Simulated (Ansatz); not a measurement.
```yaml
crystal:
  periodic: [false, false, false]
  atoms:
    - {symbol: Ge, position_ang: [1.056448, -1.588151, 0.942789]}
    - {symbol: Ge, position_ang: [-1.578507, 0.573354, -0.183820]}
    - {symbol: Ge, position_ang: [-0.005276, -0.995547, -1.172814]}
    - {symbol: Ge, position_ang: [0.321813, 0.706599, 1.327972]}
    - {symbol: H, position_ang: [2.573135, -1.915858, 0.967374]}
    - {symbol: H, position_ang: [-2.808870, -0.100358, 0.435760]}
    - {symbol: H, position_ang: [1.369777, 1.585595, 0.562851]}
    - {symbol: H, position_ang: [1.047904, -0.089058, -1.897644]}
    - {symbol: H, position_ang: [-1.976424, 1.823435, -0.982467]}
basis:
  gaussian: {orbitals: def2-TZVP, initial_orbitals: start.molden}
magnetization: {spin_polarized: true, initial_magnetization: 1}
hamiltonian: {xc: {name: CAM-B3LYP}, dispersion: d4}
scf: {omitted_lower_state_checks: [starts]}
output: {orbitals: {seedname: orbitals}}
```

The file start.molden holds the orbitals of an earlier run on this structure, at another level or in another basis.

```sh
$ ansatz run in.yaml --threads 4 --pin off --events-out ev --progress --plain --max-ram 4787MiB
```

Task: Does this run fit into the memory that it is given?

Result: No. It has 222 basis functions, and Ansatz plans for 4.73 GiB where 4.67 GiB are given.
